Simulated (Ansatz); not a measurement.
## Ansatz (development build ahead of 0.2.0) run

```yaml
crystal:
  periodic: [false, false, false]
  atoms:
    - { symbol: Li, position_ang: [2.522, 0.0, 0.0] }
    - { symbol: Li, position_ang: [1.261, 2.18412, 0.0] }
    - { symbol: Li, position_ang: [-1.261, 2.18412, 0.0] }
    - { symbol: Li, position_ang: [-2.522, 0.0, 0.0] }
    - { symbol: Li, position_ang: [-1.261, -2.18412, 0.0] }
    - { symbol: Li, position_ang: [1.261, -2.18412, 0.0] }
basis:
  gaussian: { orbitals: def2-SVP }
hamiltonian:
  xc: hf
correlation:
  method: mp2
  frozen_orbitals: { Li: 0 }
output:
  forces: true
```

The input is written out in the form of the current development build from the run's settings.

Results

```json
{
  "Converged": "yes",
  "Reference energy": "-44.52291 hartree",
  "Correlation energy": "-0.09467 hartree",
  "Total energy": "-44.61758 hartree"
}
```

Forces (eV/Å):
| atom | Fx | Fy | Fz |
| --- | --- | --- | --- |
| Li1 | 0.662 | 0.000 | 0.000 |
| Li2 | 0.331 | 0.574 | 0.000 |
| Li3 | -0.331 | 0.574 | 0.000 |
| Li4 | -0.662 | 0.000 | 0.000 |
| Li5 | -0.331 | -0.574 | 0.000 |
| Li6 | 0.331 | -0.574 | 0.000 |

Caution: no unrestricted run beside it, a lower state can exist.
